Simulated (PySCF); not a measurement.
# Assignment exercise: C7H18OSi

Atoms are numbered as in `[CH3:1][CH:2]([CH3:3])[O:4][SiH2:5][C:6]([CH3:7])([CH3:8])[CH3:9]`. Hydrogens are named by the atom that carries them.

One computed conformer, one averaged value for each set of equivalent atoms, gas phase, relativity neglected. Coordinates at the PBE0-D3(BJ)/def2-SVP level; shielding tensors at B3LYP/pcSseg-1 (GIAO); PySCF.

Scale: TMS for $^{13}$C (σref 179.24), $^{1}$H (σref 31.38) (reference shieldings calculated alike).

**Question.** Assign these signals to the numbered atoms. $^{13}$C{$^{1}$H} NMR (computed): δ 71.3 (CH), 27.1 (CH3), 26.9 (CH3), 19.3 (C).

**Answer.** 
| δ (ppm) | atoms | environment | reason |
| --- | --- | --- | --- |
| 71.3 | C2 | sp3 CH bonded to O | pulled downfield by the heteroatom |
| 27.1 | C1/C3 | methyl carbon | a saturated carbon with 1 carbon neighbour and no heteroatom attached |
| 26.9 | C7/C8/C9 | methyl carbon | – |
| 19.3 | C6 | fully substituted sp3 carbon bonded to Si | – |

C1/C3 and C7/C8/C9 lie closer than the usual error of such a calculation, so a measured spectrum could show them in the other order.

**Question.** Assign these signals to the numbered atoms. $^{1}$H NMR (600 MHz, computed): δ 4.53 (s, 2H), 3.81 (sept, 1H), 1.22 (d, 6H), 0.99 (s, 9H).

**Answer.** 
```tsv
δ (ppm)	atoms	environment	reason
4.53	H(Si5)	hydrogen on a silicon bonded to C, O	–
3.81	H(C2)	hydrogen on an sp3 CH bonded to O	its carbon carries O, an electronegative neighbour
1.22	H(C1)/H(C3)	hydrogen on a methyl carbon	–
0.99	H(C7)/H(C8)/H(C9)	hydrogen on a methyl carbon	–
```

Shifts are as computed. Against solution values, carbons near 30 ppm lie about +2 ppm off and those near 130 ppm about +6 ppm. Of 1211 compounds with measured shifts, 218 miss one by over three times the rms of a fit or turn the order of signals round; such compounds aren't used in these exercises. Multiplicities follow the n + 1 count of equivalent neighbours, as no J values were calculated; m marks all less simple cases, F and P coupling included.
